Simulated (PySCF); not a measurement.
BeF₃⁻ (singlet). Computed with PBE0/[Be def2-TZVPD, F def2-TZVPD], no relativity, density fitting, PySCF.

Harmonic bands of its minimum:

```tsv
ω (cm⁻¹)	IR (km/mol, summed over degenerate members)	degeneracy
316	17.1	2
530	113	1
597	0.0	1
1060	706	2
```

Task: The central atom is Be. Infer the point group and assign the bands.

Result: D3h. The modes span 2e' + a2'' + a1': 316 e', 530 a2'', 597 a1', 1060 e'. The computed geometry has Be–F 1.475 Å (×3); F–Be–F 120.0° (×3).

Only a few start shapes were tried, so a lower isomer may exist. The lowest empty level of this anion is unbound, so it and the gap depend on the basis.
